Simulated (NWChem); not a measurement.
System: SeO, triplet; SMILES O=[Se]

Parts of the log:

```
             Northwest Computational Chemistry Package (NWChem) 7.3.0
             --------------------------------------------------------

 ORDER OF PRIMARY AXIS IS BEING SET TO 4
 C4V symmetry detected

                             Geometry "geometry" -> ""
                             -------------------------

 Output coordinates in angstroms (scale by  1.889725989 to convert to a.u.)

  No.       Tag          Charge          X              Y              Z
 ---- ---------------- ---------- -------------- -------------- --------------
    1 O                    8.0000     0.00000000     0.00000000    -1.32914014
    2 Se                  34.0000     0.00000000     0.00000000     0.31273886

 Effective nuclear repulsion energy (a.u.)      87.6655415703

      Symmetry information
      --------------------

 Group name             C4v
 Group number             18
 Group order               8
 No. of unique centers     2

                                 NWChem DFT Module
                                 -----------------

 Summary of "ao basis" -> "ao basis" (spherical)
 ------------------------------------------------------------------------------
       Tag                 Description            Shells   Functions and Types
 ---------------- ------------------------------  ------  ---------------------
 O                         def2-tzvp                11       31   5s3p2d1f
 Se                        def2-tzvp                16       48   6s5p4d1f

      Symmetry analysis of basis
      --------------------------

        a1         27
        a2          0
        b1          8
        b2          8
        e          36

            General Information
            -------------------
          SCF calculation type: DFT
          Wavefunction type:  spin polarized.
          No. of atoms     :     2
          No. of electrons :    42
           Alpha electrons :    22
            Beta electrons :    20
          Charge           :     0
          Spin multiplicity:     3
          Use of symmetry is: on ; symmetry adaption is: on
          Maximum number of iterations: 150
          AO basis - number of functions:    79
                     number of shells:    27
          Convergence on energy requested:  1.00D-06
          Convergence on density requested:  1.00D-05
          Convergence on gradient requested:  5.00D-04

              XC Information
              --------------
                         PBE0 Method XC Functional
                     Hartree-Fock (Exact) Exchange  0.250
          PerdewBurkeErnzerhof Exchange Functional  0.750
            Perdew 1991 LDA Correlation Functional  1.000 local
           PerdewBurkeErnz. Correlation Functional  1.000 non-local

             Grid Information
             ----------------
          Grid used for XC integration:  medium
          Radial quadrature: Mura-Knowles
          Angular quadrature: Lebedev.
          Tag              B.-S. Rad. Rad. Pts. Rad. Cut. Ang. Pts.
          ---              ---------- --------- --------- ---------
          O                   0.60       49           7.0       434
          Se                  1.15      112           7.0       590
          Grid pruning is: on
          Number of quadrature shells:   161
          Spatial weights used:  Erf1

      Superposition of Atomic Density Guess
      -------------------------------------

 Sum of atomic energies:       -2474.59083381

      Non-variational initial energy
      ------------------------------

 Total energy =   -2474.613669
 1-e energy   =   -3621.410788
 2-e energy   =    1059.131577
 HOMO         =      -0.199368
 LUMO         =      -0.199368

 !!!!!!!!!!!!!!!!!!!!!!!!!!!!!!!!!!!!!!!!!!!!!!!!!!!!!!!!!!!!!!!!!!!!!!
 Warning - the HOMO and LUMO are degenerate and you are using symmetry.
 This can lead to non-variational energies and poor convergence.
 Modify the initial guess, or use an open-shell wavefunction, or turn
 off symmetry.
 !!!!!!!!!!!!!!!!!!!!!!!!!!!!!!!!!!!!!!!!!!!!!!!!!!!!!!!!!!!!!!!!!!!!!!

   Symmetry analysis of molecular orbitals - initial alpha
   -------------------------------------------------------

 !! scf_movecs_sym_adapt:   16 vectors were symmetry contaminated

  Symmetry fudging

 !! scf_movecs_sym_adapt:   12 vectors were symmetry contaminated

  Numbering of irreducible representations:

     1 a1          2 a2          3 b1          4 b2          5 e

  Orbital symmetries:

     1 a1          2 a1          3 a1          4 e           5 e
     6 a1          7 a1          8 a1          9 e          10 e
    11 a1         12 e          13 e          14 b1         15 b2
    16 a1         17 a1         18 e          19 e          20 a1
    21 e          22 e          23 a1         24 e          25 e
    26 a1         27 b1         28 b2         29 e          30 e
    31 a1         32 a1

   Symmetry analysis of molecular orbitals - initial beta
   ------------------------------------------------------

 !! scf_movecs_sym_adapt:   16 vectors were symmetry contaminated

  Symmetry fudging

 !! scf_movecs_sym_adapt:   12 vectors were symmetry contaminated

  Numbering of irreducible representations:

     1 a1          2 a2          3 b1          4 b2          5 e

  Orbital symmetries:

     1 a1          2 a1          3 a1          4 e           5 e
     6 a1          7 a1          8 a1          9 e          10 e
    11 a1         12 e          13 e          14 b1         15 b2
    16 a1         17 a1         18 e          19 e          20 a1
    21 e          22 e          23 a1         24 e          25 e
    26 a1         27 b1         28 b2         29 e          30 e
    31 a1         32 a1

     ---------------------------------------------
      Total Density - Mulliken Population Analysis
     ---------------------------------------------

    Atom       Charge   Shell Charges
 -----------   ------   -------------------------------------------------------
    1 O    8     8.80   0.79  1.18  0.61  1.00  0.30  1.91  2.10  0.89  0.00  0.02  0.00
    2 Se  34    33.20   2.00  2.00  1.17  0.78  0.99  0.99  6.00  5.93  0.77  1.61  0.83  8.97  1.04  0.03  0.07  0.02

     --------------------------------------------
      Spin Density - Mulliken Population Analysis
     --------------------------------------------

    Atom       Charge   Shell Charges
 -----------   ------   -------------------------------------------------------
    1 O    8     0.39   0.00  0.00  0.00  0.00  0.00  0.20  0.17  0.02  0.00  0.00 -0.00
    2 Se  34     1.61   0.00  0.00  0.00  0.00 -0.00 -0.00  0.00  0.01  0.29  0.76  0.53  0.00  0.00  0.00  0.01  0.00

   convergence    iter        energy       DeltaE   RMS-Dens  Diis-err
 ---------------- ----- ----------------- --------- --------- ---------
 d= 0,ls=0.0,diis     1  -2476.3039700292 -2.56D+03  7.40D-03  2.01D-01
                                                     9.39D-03  2.23D-01
 d= 0,ls=0.0,diis     2  -2475.8419423139  4.62D-01  4.68D-03  1.30D+00
                                                     6.88D-03  1.08D+00
 d= 0,ls=0.0,diis     3  -2476.3838893291 -5.42D-01  7.70D-04  1.69D-02
                                                     9.42D-04  2.16D-02
 d= 0,ls=0.0,diis     4  -2476.3907523931 -6.86D-03  3.00D-04  8.57D-04
                                                     2.43D-04  5.43D-04
 d= 0,ls=0.0,diis     5  -2476.3911142333 -3.62D-04  7.00D-05  1.74D-04
                                                     7.89D-05  1.10D-04
  Resetting Diis
 d= 0,ls=0.0,diis     6  -2476.3911470769 -3.28D-05  6.20D-05  8.68D-05
                                                     2.59D-05  3.06D-05
 d= 0,ls=0.0,diis     7  -2476.3911750075 -2.79D-05  5.32D-05  1.18D-05
                                                     4.53D-05  4.11D-06
 d= 0,ls=0.0,diis     8  -2476.3911575883  1.74D-05  2.52D-05  4.59D-05
                                                     4.33D-05  5.80D-05

 !! scf_movecs_sym_adapt:    2 vectors were symmetry contaminated

  Symmetry fudging
 d= 0,ls=0.0,diis     9  -2476.3911793828 -2.18D-05  9.31D-06  9.57D-07
                                                     5.36D-06  1.09D-07
 d= 0,ls=0.0,diis    10  -2476.3911797550 -3.72D-07  6.35D-06  2.56D-07
                                                     2.84D-06  1.03D-07

         Total DFT energy =    -2476.391179755010
      One electron energy =    -3620.435800788659
           Coulomb energy =     1151.720296969468
    Exchange-Corr. energy =      -95.341217506128
 Nuclear repulsion energy =       87.665541570309

 Numeric. integr. density =       42.000000422623

                  Occupations of the irreducible representations
                  ----------------------------------------------

                     irrep           alpha         beta
                     --------     --------     --------
                     a1               10.0         10.0
                     a2                0.0          0.0
                     b1                1.0          1.0
                     b2                1.0          1.0
                     e                10.0          8.0

                    DFT Final Alpha Molecular Orbital Analysis
                    ------------------------------------------

 Vector   20  Occ=1.000000D+00  E=-4.389647D-01  Symmetry=a1
              MO Center=  5.9D-16,  1.9D-15, -6.7D-01, r^2= 1.9D+00
   Bfn.  Coefficient  Atom+Function         Bfn.  Coefficient  Atom+Function
  ----- ------------  ---------------      ----- ------------  ---------------
     8      0.374592  1 O  pz                11      0.314761  1 O  pz
    49     -0.301217  2 Se pz                37     -0.264601  2 Se s
    43      0.235097  2 Se pz                46     -0.217211  2 Se pz
    14      0.166413  1 O  pz                 5     -0.161389  1 O  s
     3     -0.096221  1 O  s                  4     -0.090119  1 O  s

 Vector   21  Occ=1.000000D+00  E=-2.756846D-01  Symmetry=e
              MO Center= -4.8D-15,  4.6D-15, -1.3D-02, r^2= 2.0D+00
   Bfn.  Coefficient  Atom+Function         Bfn.  Coefficient  Atom+Function
  ----- ------------  ---------------      ----- ------------  ---------------
    48      0.394008  2 Se py                47     -0.311507  2 Se px
    51      0.234670  2 Se py                42     -0.231550  2 Se py
     7     -0.229373  1 O  py                45      0.208003  2 Se py
    10     -0.190285  1 O  py                50     -0.185533  2 Se px
    41      0.183066  2 Se px                 6      0.181345  1 O  px

 Vector   22  Occ=1.000000D+00  E=-2.756846D-01  Symmetry=e
              MO Center=  1.9D-14,  1.5D-14, -1.3D-02, r^2= 2.0D+00
   Bfn.  Coefficient  Atom+Function         Bfn.  Coefficient  Atom+Function
  ----- ------------  ---------------      ----- ------------  ---------------
    47      0.394008  2 Se px                48      0.311507  2 Se py
    50      0.234670  2 Se px                41     -0.231550  2 Se px
     6     -0.229373  1 O  px                44      0.208003  2 Se px
     9     -0.190285  1 O  px                51      0.185533  2 Se py
    42     -0.183066  2 Se py                 7     -0.181345  1 O  py

 Vector   23  Occ=0.000000D+00  E=-1.761639D-02  Symmetry=a1
              MO Center=  2.0D-14,  4.2D-14,  3.2D-01, r^2= 3.1D+00
   Bfn.  Coefficient  Atom+Function         Bfn.  Coefficient  Atom+Function
  ----- ------------  ---------------      ----- ------------  ---------------
    52      0.866445  2 Se pz                 5      0.648463  1 O  s
    37     -0.635435  2 Se s                 49      0.376883  2 Se pz
    14      0.366213  1 O  pz                 8      0.243532  1 O  pz
    11      0.222644  1 O  pz                43     -0.183814  2 Se pz
    46      0.164719  2 Se pz                 3      0.127722  1 O  s

 Vector   24  Occ=0.000000D+00  E= 1.998389D-01  Symmetry=e
              MO Center= -3.8D-14, -6.4D-14,  4.6D-01, r^2= 5.0D+00
   Bfn.  Coefficient  Atom+Function         Bfn.  Coefficient  Atom+Function
  ----- ------------  ---------------      ----- ------------  ---------------
    50      1.133570  2 Se px                51      0.943036  2 Se py
    47     -0.893976  2 Se px                48     -0.743714  2 Se py
    41      0.161449  2 Se px                42      0.134312  2 Se py
    71     -0.106553  2 Se d  1              69      0.088643  2 Se d -1
    44     -0.053556  2 Se px                38     -0.049118  2 Se px

 Vector   25  Occ=0.000000D+00  E= 1.998389D-01  Symmetry=e
              MO Center=  8.1D-15, -5.9D-14,  4.6D-01, r^2= 5.0D+00
   Bfn.  Coefficient  Atom+Function         Bfn.  Coefficient  Atom+Function
  ----- ------------  ---------------      ----- ------------  ---------------
    51      1.133570  2 Se py                50     -0.943036  2 Se px
    48     -0.893976  2 Se py                47      0.743714  2 Se px
    42      0.161449  2 Se py                41     -0.134312  2 Se px
    69      0.106553  2 Se d -1              71      0.088643  2 Se d  1
    45     -0.053556  2 Se py                39     -0.049118  2 Se py

                     DFT Final Beta Molecular Orbital Analysis
                     -----------------------------------------

 Vector   18  Occ=1.000000D+00  E=-4.108222D-01  Symmetry=a1
              MO Center= -1.1D-14,  3.2D-15, -5.7D-01, r^2= 2.0D+00
   Bfn.  Coefficient  Atom+Function         Bfn.  Coefficient  Atom+Function
  ----- ------------  ---------------      ----- ------------  ---------------
     8      0.358334  1 O  pz                11      0.300732  1 O  pz
    49     -0.301657  2 Se pz                37     -0.295146  2 Se s
    43      0.239120  2 Se pz                46     -0.224190  2 Se pz
    14      0.178334  1 O  pz                 5     -0.153484  1 O  s
    36     -0.126504  2 Se s                  3     -0.094807  1 O  s

 Vector   19  Occ=1.000000D+00  E=-3.641942D-01  Symmetry=e
              MO Center=  3.5D-14, -2.2D-14, -7.6D-01, r^2= 1.4D+00
   Bfn.  Coefficient  Atom+Function         Bfn.  Coefficient  Atom+Function
  ----- ------------  ---------------      ----- ------------  ---------------
     6      0.285807  1 O  px                 9      0.247961  1 O  px
    47      0.247386  2 Se px                 7     -0.197727  1 O  py
    10     -0.171544  1 O  py                48     -0.171146  2 Se py
    41     -0.168273  2 Se px                12      0.165757  1 O  px
    44      0.148827  2 Se px                50      0.119693  2 Se px

 Vector   20  Occ=1.000000D+00  E=-3.641942D-01  Symmetry=e
              MO Center=  1.6D-15, -1.4D-15, -7.6D-01, r^2= 1.4D+00
   Bfn.  Coefficient  Atom+Function         Bfn.  Coefficient  Atom+Function
  ----- ------------  ---------------      ----- ------------  ---------------
     7      0.285807  1 O  py                10      0.247961  1 O  py
    48      0.247386  2 Se py                 6      0.197727  1 O  px
     9      0.171544  1 O  px                47      0.171146  2 Se px
    42     -0.168273  2 Se py                13      0.165757  1 O  py
    45      0.148827  2 Se py                51      0.119693  2 Se py

 Vector   21  Occ=0.000000D+00  E=-1.266723D-01  Symmetry=e
              MO Center=  3.6D-15, -2.2D-15, -1.0D-01, r^2= 2.3D+00
   Bfn.  Coefficient  Atom+Function         Bfn.  Coefficient  Atom+Function
  ----- ------------  ---------------      ----- ------------  ---------------
    47      0.416767  2 Se px                50      0.377765  2 Se px
     6     -0.299601  1 O  px                12     -0.273830  1 O  px
    41     -0.265019  2 Se px                 9     -0.251640  1 O  px
    44      0.244130  2 Se px                38      0.080409  2 Se px
    48     -0.063878  2 Se py                71     -0.062396  2 Se d  1

[...]
```

Level: PBE0/def2-TZVP, spin-unrestricted. Coordinates come from a PBE0/def2-SVP, spin-unrestricted optimisation. No stability test was run on the SCF state.

**Question.** Reconstruct the input file.

**Answer.** Several could match; the one computed here: the input that was run:
```
start job
memory heap 200 mb stack 900 mb global 1100 mb
geometry units angstroms noautoz
  O      0.000000     0.000000    -1.317428
  Se     0.000000     0.000000     0.324451
end
basis spherical
  * library def2-tzvp
end
dft
  odft
  mult 3
  xc pbe0
  iterations 150
  mulliken
end
task dft energy
```
